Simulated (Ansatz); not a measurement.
Relaxation of ClF3H2OZr (8 atoms, charge 0, multiplicity 1), to a largest force component of 0.03 eV/Å in at most 50 steps.

These are results of RKS B3LYP-D4/def2-SVP in Ansatz, not measurements.

```xyz
8
Properties=species:S:1:pos:R:3:forces:R:3
Zr 0.489 -0.259 -0.418 0.47 -0.53 1.21
O -0.556 -0.302 2.660 0.77 -0.40 -0.38
H -1.296 -0.888 2.876 0.00 0.01 -0.04
F 1.264 -0.404 -2.138 -0.01 0.00 0.01
F 0.321 1.606 -0.128 0.01 -0.02 0.00
F -1.193 -1.127 -0.566 0.01 0.01 -0.01
Cl 2.048 -1.445 1.108 -0.64 0.52 -0.70
H 0.245 -0.848 2.843 -0.61 0.42 -0.09
```

Problem. Where does it end, and by what steps?

Solution. The forces met the threshold. After 11 steps the energy has fallen by 0.603 eV; H3 moved furthest, 0.61 Å. Joined: Zr1–O2 (3.25 → 2.37 Å).

```json
{"step": "0", "energy less start (eV)": "0.0000", "largest force component (eV/Å)": "1.207", "accepted": "yes"}
{"step": "1", "energy less start (eV)": "-0.1667", "largest force component (eV/Å)": "1.161", "accepted": "yes"}
{"step": "2", "energy less start (eV)": "-0.3721", "largest force component (eV/Å)": "1.177", "accepted": "yes"}
{"step": "3", "energy less start (eV)": "-0.5338", "largest force component (eV/Å)": "1.352", "accepted": "yes"}
{"step": "4", "energy less start (eV)": "-0.5767", "largest force component (eV/Å)": "0.768", "accepted": "yes"}
{"step": "5", "energy less start (eV)": "-0.5851", "largest force component (eV/Å)": "0.229", "accepted": "yes"}
{"step": "6", "energy less start (eV)": "-0.5954", "largest force component (eV/Å)": "0.119", "accepted": "yes"}
{"step": "7", "energy less start (eV)": "-0.6004", "largest force component (eV/Å)": "0.075", "accepted": "yes"}
{"step": "8", "energy less start (eV)": "-0.6017", "largest force component (eV/Å)": "0.039", "accepted": "yes"}
{"step": "9", "energy less start (eV)": "-0.6023", "largest force component (eV/Å)": "0.190", "accepted": "yes"}
{"step": "10", "energy less start (eV)": "-0.6030", "largest force component (eV/Å)": "0.090", "accepted": "yes"}
{"step": "11", "energy less start (eV)": "-0.6035", "largest force component (eV/Å)": "0.020", "accepted": "yes"}
```

```xyz
8
Properties=species:S:1:pos:R:3
Zr 0.433 -0.298 -0.070
O -0.399 -0.394 2.149
H -1.277 -0.788 2.270
F 1.025 -0.476 -1.871
F 0.374 1.595 0.128
F -1.282 -1.148 -0.245
Cl 2.256 -1.390 1.055
H 0.191 -0.769 2.821
```

Whether the end is a true minimum wasn't checked by a vibrational analysis.

The run took 29 s on 2 threads of Intel(R) Xeon(R) 6975P-C (Granite Rapids), with other jobs on the host, peak memory 0.3 GiB.
